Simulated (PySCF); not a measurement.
# Working out the excitation energy of Ba

Ba [Xe] 6s2 (1S) → Ba [Xe] 5d1 6s1 (3D). Computed with PySCF 2.14 in aug-cc-pVDZ-X2C (8s7p5d, 54 functions), with the spin-free X2C one-electron Hamiltonian (Gaussian nucleus). Frozen: [Xe]. Energies in hartree (1 hartree = 27.21139 eV):

```json
{"part": "UHF", "Ba (lower)": "-8131.635414", "Ba (upper)": "-8131.603610"}
{"part": "CCSD correlation", "Ba (lower)": "-0.023398", "Ba (upper)": "-0.001069"}
{"part": "(T)", "Ba (lower)": "0.000000", "Ba (upper)": "0.000000"}
```

Q: What does Hartree-Fock give?

A: (-8131.603610) − (-8131.635414) = 0.031804 hartree = 0.865 eV.

Q: What do CCSD and CCSD(T) give?

A: The CCSD correlation energies differ by 0.022329 hartree = 0.608 eV and the triples by 0.000000 hartree = 0.000 eV, so CCSD gives 1.473 eV and CCSD(T) 1.473 eV.

Measured between the centres of the two terms (NIST): 1.160 eV, so CCSD(T) (valence) is off by 0.313 eV.

A double-zeta basis recovers only part of the correlation energy.

What remains against the reference includes basis incompleteness, the frozen core and higher excitations.
